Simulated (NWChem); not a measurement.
System: CH₄Cl₂OSi; SMILES C[Si](O)(Cl)Cl

NWChem input:

```
start job
memory heap 200 mb stack 900 mb global 1100 mb
geometry units angstroms noautoz
  C      1.682703     0.002891     1.235094
  Si     0.379357     0.000701    -0.068230
  O      1.104932     0.000018    -1.545126
  Cl    -0.845253     1.654946     0.111459
  Cl    -0.843037    -1.654917     0.113780
  H      2.314632    -0.892549     1.137410
  H      1.227941     0.007049     2.236063
  H      2.317186     0.895852     1.131291
  H      0.541634    -0.003521    -2.325473
end
basis spherical
  * library def2-svp
end
dft
  xc hfexch
  iterations 150
  mulliken
end
task dft energy
```

Coordinates come from a PBE0/def2-SVP optimisation.

**Question.** Give the results of this calculation. (Hartree-Fock/def2-SVP.) Quantities: energy (Ha); highest occupied level (eV); orbital gap (eV); dipole (D).

**Answer.** The energy (Ha) is -1322.70 and the highest occupied level (eV) is -12.29. The orbital gap (eV) is 16.68. The dipole (D) is 1.02.
